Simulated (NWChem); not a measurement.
SOF, doublet; SMILES O=[S]F

```xyz
3

O     -0.5616     1.1950     0.0000
S      0.4523     0.1276     0.0000
F     -0.3097    -1.3141     0.0000
```
Atoms are numbered in this order, from 1.

All runs: NWChem. Spin-unrestricted. In the optimisation the excess spin sits in a" (Cs, its own frame). The geometry was optimised at PBE0/def2-SVP, spin-unrestricted. No stability test was run on the SCF state. Level: B3LYP/def2-SVP with SMD (1 M gas to 1 M solution), gas-phase geometry. Reactions with the solvent are ignored.

**Question.** Order these by “cavity-dispersion-structure term (kcal/mol)”, lowest first: methanol; anisole; acetonitrile.

**Answer.** anisole (-1.4), acetonitrile (-0.9), methanol (0.6)
